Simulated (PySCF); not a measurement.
Record of a relaxation.

Compound: C2H6B2ClF.
Bonds: C1–B2, B2–C3, C3–B4, B4–F5, B4–Cl6. Hydrogens: H7, H8, H9 on C1; H10 on B2; H11, H12 on C3.

Computed by this run: PySCF 2.14.0, PBE0-D3(BJ)/def2-SVP geometry optimisation, gas phase; density fitting, grid level 1; the optimiser is geomeTRIC in internal coordinates, started from a GFN2-xTB structure with every atom displaced at random (about 0.01 Å). 10 of its 11 geometries are shown. The frame can shift and turn from step to step; on so coarse a grid that alone can change the energy by a few meV, and forces under 0.02 eV/Å are noise.

Step 0: E = -18747.4271 eV, largest atomic force 2.104 eV/Å
```
atom  x, y, z in Å  |  force x, y, z in eV/Å
C1     -1.590    0.068   -0.629   -0.428   1.227   0.141
B2     -0.653   -0.399    0.499    0.743   0.815  -0.305
C3      0.672    0.392    0.812    0.971  -0.743   0.263
B4      1.855   -0.181   -0.114   -1.555   0.051   1.417
F5      2.543   -1.230    0.270    0.348  -0.346   0.239
Cl6     2.159    0.424   -1.685    0.283   0.535  -1.140
H7     -2.625    0.186   -0.275   -0.162  -0.234   0.123
H8     -1.636   -0.655   -1.426   -0.080  -0.771  -0.664
H9     -1.330    1.040   -1.077    0.190  -0.072  -0.026
H10    -0.894   -1.375    1.107   -0.185  -0.812   0.485
H11     0.975    0.242    1.868    0.016  -0.133  -0.204
H12     0.564    1.459    0.641   -0.140   0.484  -0.329
```

Step 1: E = -18747.5550 eV, largest atomic force 0.715 eV/Å
```
atom  x, y, z in Å  |  force x, y, z in eV/Å
C1     -1.585    0.204   -0.559    0.034  -0.003  -0.040
B2     -0.606   -0.286    0.555   -0.082  -0.047   0.069
C3      0.794    0.382    0.828   -0.230   0.154   0.058
B4      1.698   -0.347   -0.197    0.486   0.258  -0.457
F5      2.319   -1.473    0.108   -0.078   0.042  -0.079
Cl6     1.952    0.271   -1.857   -0.130  -0.235   0.487
H7     -2.613    0.298   -0.175   -0.046  -0.056   0.056
H8     -1.648   -0.573   -1.349    0.015   0.022   0.117
H9     -1.302    1.147   -1.041    0.053   0.089  -0.067
H10    -0.890   -1.283    1.189   -0.012   0.032  -0.017
H11     1.164    0.179    1.844   -0.017  -0.121  -0.013
H12     0.769    1.465    0.623    0.007  -0.136  -0.113
```

Step 2: E = -18747.5720 eV, largest atomic force 0.270 eV/Å
```
atom  x, y, z in Å  |  force x, y, z in eV/Å
C1     -1.581    0.209   -0.553   -0.052   0.053  -0.001
B2     -0.613   -0.297    0.560    0.039   0.056  -0.025
C3      0.786    0.376    0.823    0.020  -0.102   0.033
B4      1.725   -0.331   -0.198   -0.001   0.098  -0.251
F5      2.351   -1.456    0.090    0.027   0.021   0.065
Cl6     1.931    0.265   -1.856   -0.022  -0.038   0.176
H7     -2.609    0.307   -0.163   -0.004  -0.017   0.001
H8     -1.650   -0.574   -1.332   -0.005  -0.023   0.018
H9     -1.286    1.149   -1.041    0.002  -0.030   0.010
H10    -0.905   -1.290    1.196   -0.007   0.018  -0.005
H11     1.154    0.171    1.839   -0.001  -0.029   0.010
H12     0.750    1.453    0.605    0.003  -0.008  -0.031
```

Step 3: E = -18747.5755 eV, largest atomic force 0.118 eV/Å
```
atom  x, y, z in Å  |  force x, y, z in eV/Å
C1     -1.611    0.209   -0.546    0.056   0.103   0.002
B2     -0.611   -0.288    0.543    0.007  -0.033   0.071
C3      0.796    0.364    0.812   -0.016  -0.061  -0.090
B4      1.754   -0.320   -0.207   -0.114   0.007   0.032
F5      2.391   -1.435    0.097    0.082  -0.038   0.012
Cl6     1.973    0.282   -1.848    0.006   0.030  -0.037
H7     -2.628    0.304   -0.128    0.031   0.006   0.001
H8     -1.698   -0.587   -1.308   -0.004  -0.030  -0.019
H9     -1.330    1.143   -1.056   -0.028  -0.031   0.009
H10    -0.906   -1.274    1.185   -0.008  -0.034   0.013
H11     1.156    0.145    1.829   -0.020   0.014  -0.012
H12     0.766    1.441    0.597    0.007   0.068   0.018
```

Step 4: E = -18747.5772 eV, largest atomic force 0.115 eV/Å
```
atom  x, y, z in Å  |  force x, y, z in eV/Å
C1     -1.605    0.209   -0.537   -0.011  -0.022   0.008
B2     -0.616   -0.304    0.554    0.014   0.061  -0.007
C3      0.789    0.355    0.804   -0.003  -0.071  -0.010
B4      1.750   -0.316   -0.220   -0.011   0.012   0.113
F5      2.427   -1.407    0.089    0.017  -0.033  -0.016
Cl6     1.952    0.291   -1.859   -0.005   0.026  -0.100
H7     -2.621    0.319   -0.120    0.003   0.011  -0.004
H8     -1.704   -0.588   -1.297   -0.014  -0.009  -0.017
H9     -1.312    1.138   -1.049   -0.005  -0.011   0.011
H10    -0.915   -1.288    1.198    0.004  -0.008  -0.004
H11     1.158    0.142    1.819    0.012   0.017  -0.005
H12     0.748    1.432    0.586    0.001   0.026   0.029
```

Step 6: E = -18747.5786 eV, largest atomic force 0.123 eV/Å
```
atom  x, y, z in Å  |  force x, y, z in eV/Å
C1     -1.602    0.200   -0.517    0.008  -0.045  -0.024
B2     -0.606   -0.304    0.573   -0.029  -0.054  -0.036
C3      0.806    0.346    0.810    0.027   0.092   0.058
B4      1.739   -0.298   -0.252    0.013  -0.043  -0.114
F5      2.439   -1.389    0.011   -0.034   0.086  -0.021
Cl6     1.857    0.325   -1.903    0.004  -0.034   0.094
H7     -2.611    0.334   -0.093   -0.015  -0.005   0.023
H8     -1.721   -0.609   -1.265    0.006   0.028   0.041
H9     -1.304    1.115   -1.047    0.015   0.025  -0.014
H10    -0.901   -1.289    1.219    0.004   0.022   0.007
H11     1.198    0.121    1.813    0.005  -0.030  -0.002
H12     0.759    1.431    0.621   -0.003  -0.041  -0.011
```

Step 7: E = -18747.5790 eV, largest atomic force 0.114 eV/Å
```
atom  x, y, z in Å  |  force x, y, z in eV/Å
C1     -1.604    0.196   -0.506    0.012  -0.018  -0.024
B2     -0.602   -0.306    0.579   -0.021  -0.057  -0.021
C3      0.812    0.341    0.809    0.023   0.074   0.056
B4      1.736   -0.290   -0.270    0.010  -0.020  -0.112
F5      2.450   -1.374   -0.025   -0.035   0.057   0.005
Cl6     1.826    0.344   -1.917    0.004  -0.021   0.066
H7     -2.609    0.338   -0.073   -0.004  -0.005   0.020
H8     -1.735   -0.618   -1.246    0.003   0.019   0.027
H9     -1.305    1.105   -1.045    0.007   0.013  -0.006
H10    -0.895   -1.289    1.229    0.002   0.016   0.010
H11     1.215    0.109    1.806    0.001  -0.028  -0.007
H12     0.762    1.427    0.629   -0.003  -0.029  -0.014
```

Step 8: E = -18747.5793 eV, largest atomic force 0.036 eV/Å
```
atom  x, y, z in Å  |  force x, y, z in eV/Å
C1     -1.606    0.189   -0.487    0.007   0.021  -0.009
B2     -0.594   -0.312    0.588    0.016  -0.013   0.006
C3      0.822    0.336    0.804   -0.007   0.022   0.009
B4      1.728   -0.276   -0.300   -0.018   0.020  -0.016
F5      2.454   -1.354   -0.073    0.016  -0.032   0.005
Cl6     1.788    0.371   -1.940   -0.001   0.005   0.003
H7     -2.603    0.340   -0.038    0.009   0.000   0.005
H8     -1.753   -0.628   -1.218   -0.009  -0.007  -0.009
H9     -1.308    1.094   -1.036   -0.007  -0.011   0.010
H10    -0.882   -1.292    1.245   -0.002  -0.002   0.009
H11     1.243    0.093    1.791    0.004  -0.012  -0.010
H12     0.764    1.423    0.636   -0.008   0.007  -0.002
```

Step 9: E = -18747.5792 eV, largest atomic force 0.031 eV/Å
```
atom  x, y, z in Å  |  force x, y, z in eV/Å
C1     -1.607    0.185   -0.477    0.003   0.002  -0.004
B2     -0.589   -0.316    0.593    0.012  -0.003   0.005
C3      0.827    0.335    0.801   -0.005   0.012  -0.002
B4      1.723   -0.270   -0.316   -0.011   0.019   0.001
F5      2.453   -1.348   -0.099    0.011  -0.029   0.003
Cl6     1.768    0.385   -1.952    0.001   0.006  -0.006
H7     -2.599    0.341   -0.020    0.003   0.002   0.004
H8     -1.763   -0.633   -1.205   -0.008  -0.003  -0.004
H9     -1.310    1.088   -1.030   -0.004  -0.003   0.005
H10    -0.874   -1.294    1.254   -0.002  -0.001   0.003
H11     1.258    0.086    1.782    0.005  -0.004  -0.004
H12     0.765    1.423    0.639   -0.006   0.002   0.000
```

Step 10: E = -18747.5793 eV, largest atomic force under 0.02 eV/Å
```
atom  x, y, z in Å  |  force x, y, z in eV/Å
C1     -1.609    0.183   -0.470    0.003  -0.008  -0.001
B2     -0.586   -0.318    0.595    0.006   0.000   0.004
C3      0.830    0.336    0.798   -0.004   0.000  -0.011
B4      1.722   -0.267   -0.324   -0.002   0.006   0.015
F5      2.451   -1.347   -0.112    0.000  -0.010  -0.004
Cl6     1.764    0.393   -1.959    0.001   0.005  -0.009
H7     -2.598    0.340   -0.005    0.000   0.003   0.003
H8     -1.772   -0.635   -1.197   -0.005   0.000   0.001
H9     -1.316    1.086   -1.025   -0.001   0.001   0.001
H10    -0.867   -1.295    1.257    0.000  -0.002  -0.001
H11     1.266    0.084    1.775    0.005   0.003   0.001
H12     0.765    1.423    0.638   -0.003   0.001   0.001
```

Problem. Summarise the path.

Solution. The energy falls by 3.51 kcal/mol from step 0 to step 10; nine tenths of that is first reached at step 2. It never rises by more than 0.2 meV. The largest force goes from 2.104 to under 0.02 eV/Å. Among the bonds C3–B4 changes most (a near tie, within 0.001 Å, with another), from 1.607 to 1.555 Å; the atoms move by 0.105 Å rms after alignment.

Problem. Follow the three bonds and two angles with the largest change from start to end.

Solution. 
| step | E above end (kcal/mol) | largest force (eV/Å) | C3–B4 (Å) | B4–Cl6 (Å) | B2–H10 (Å) | H7–C1–H9 (°) | H11–C3–H12 (°) |
| --- | --- | --- | --- | --- | --- | --- | --- |
| 0 | 3.51 | 2.104 | 1.607 | 1.711 | 1.175 | 105.0 | 108.1 |
| 1 | 0.56 | 0.715 | 1.549 | 1.790 | 1.215 | 108.7 | 111.1 |
| 2 | 0.17 | 0.270 | 1.556 | 1.774 | 1.214 | 109.3 | 112.1 |
| 3 | 0.09 | 0.118 | 1.557 | 1.762 | 1.213 | 109.7 | 112.7 |
| 4 | 0.05 | 0.115 | 1.556 | 1.760 | 1.214 | 109.7 | 112.6 |
| 5 | 0.02 | 0.044 | 1.556 | 1.763 | 1.214 | 109.6 | 112.3 |
| 6 | 0.02 | 0.123 | 1.554 | 1.768 | 1.215 | 109.4 | 111.8 |
| 7 | 0.01 | 0.114 | 1.554 | 1.767 | 1.215 | 109.5 | 111.8 |
| 8 | 0.00 | 0.036 | 1.555 | 1.764 | 1.214 | 109.6 | 112.1 |
| 9 | 0.00 | 0.031 | 1.555 | 1.764 | 1.214 | 109.6 | 112.2 |
| 10 | 0.00 | under 0.02 | 1.555 | 1.763 | 1.214 | 109.6 | 112.3 |

What follows is the cost of the whole optimisation. Time: 52 s; peak memory 0.51 GiB. Hardware: one thread, Arm Neoverse V2 (aarch64), on a shared host.
